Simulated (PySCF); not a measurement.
Ionising LiCd

PBE0; Li def2-TZVP, Cd def2-TZVP with ECP28; scalar-relativistic core potentials (PySCF 2.14). Neutral (UKS): doublet (σ ↑), Re = 3.054 Å, ωe = 154 cm⁻¹, De = 0.17 eV, HOMO -3.60 eV, LUMO -1.54 eV.

LiCd⁺ (UKS): singlet (closed shell), Re = 2.761 Å, ωe = 258 cm⁻¹, De = 0.68 eV to Li⁺ + Cd. The energies at the minima are -175.24798 hartree for LiCd and -175.06201 for LiCd⁺.

(1) Work out the adiabatic ionisation energy, without and with harmonic zero-point energies (1 hartree = 27.2114 eV, 1 eV = 8065.5 cm⁻¹), and the change of the bond length.

Closed-shell solutions of metal pairs were not tested for spin polarisation, which can lower them a little. Weak bonds: LiCd. Basis-set superposition, not corrected here, can be much of De in a small basis, most of all at correlated wavefunction levels. For an ion De counts to the pair picked by the measured ionisation energies or electron affinities, which need not be the lowest pair at this level. States were picked by a PBE0 search and need not be the measured ground states.

Results:

(1) At PBE0: 0.18597 hartree = 5.061 eV between the minima; the zero-point term (258.0 − 154.0)/2 cm⁻¹ = +0.006 eV makes it 5.067 eV. Re changes by -29.3 pm against the neutral. The electron leaves a σ orbital, and the shorter bond of the ion fits an antibonding orbital, or a change in how ionic the bond is.
